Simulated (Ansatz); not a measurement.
Ba3. Total charge 0; singlet. Geometry PBE0/def2-TZVPD, that of the charge -1 doublet.

Cartesian coordinates in Å:
```
Ba 1.180 -1.660 1.565
Ba -1.297 -0.861 -2.044
Ba 0.117 2.521 0.479
```

In the def2 sets Ba takes a core potential; there is no spin–orbit coupling. The restricted singlet is unstable towards broken spin symmetry in Hartree–Fock (as tested in another run); at PBE/def2-TZVPD, r2SCAN/def2-TZVPD, PBE0/def2-TZVPD this wasn't settled. The order of the spin states hangs on the level: the triplet lies 0.15 eV below the singlet at r2SCAN/def2-TZVPD, but 0.17 eV above it at PBE/def2-TZVPD. The singlet is doubtful at r2SCAN/def2-TZVPD (restricted singlet with a triplet 0.15 eV lower at the same geometry). The triplet is doubtful at r2SCAN/def2-TZVPD (⟨S²⟩ 2.79, where a pure state has 2.00). The structure comes from a short search, and lower isomers may exist.

(1) Estimate the orbital energies around the gap (eV) in Ansatz with PBE/def2-TZVPD, r2SCAN/def2-TZVPD, PBE0/def2-TZVPD.

## Answers

(1) 
```tsv
orbital	PBE/def2-TZVPD	r2SCAN/def2-TZVPD	PBE0/def2-TZVPD
HOMO−5	-18.49	-19.17	-20.18
HOMO−4	-18.47	-19.15	-20.16
HOMO−3	-18.47	-19.15	-20.16
HOMO−2	-3.86	-3.93	-4.54
HOMO−1	-2.75	-2.74	-3.15
HOMO	-2.75	-2.74	-3.15
LUMO	-2.34	-2.26	-1.79
LUMO+1	-2.23	-2.13	-1.67
LUMO+2	-1.79	-1.65	-1.24
LUMO+3	-1.77	-1.65	-1.24
LUMO+4	-1.77	-1.62	-1.14
LUMO+5	-1.75	-1.62	-1.13
```
